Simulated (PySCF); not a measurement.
## Ionisation energy of S⁺ by level of theory

S⁺ [Ne] 3s2 3p3 (4S) → S²⁺ [Ne] 3s2 3p2 (3P), as a difference of total energies. Calculation: PySCF 2.14, in aug-cc-pwCVTZ (8s7p5d3f, 75 functions); no relativity, point nucleus. Correlated levels: valence: [Ne] frozen. The calculations carry no spin-orbit coupling.

```tsv
method	ionisation energy (eV)	plus first-order spin-orbit estimate	error of that sum (eV)
UHF	22.718	22.657	-0.681
MP2 (valence)	23.345	23.284	-0.054
SCS-MP2 (valence)	23.155	23.094	-0.244
CCSD (valence)	23.275	23.213	-0.125
CCSD(T) (valence)	23.316	23.255	-0.083
```

Reference: 23.338 eV (measured; NIST Atomic Spectra Database, ionization energies).

A first-order spin-orbit estimate (lowest level to lowest level, LS coupling) adds -0.061 eV.

Errors of the correlated levels include the incompleteness of this basis and the frozen core.
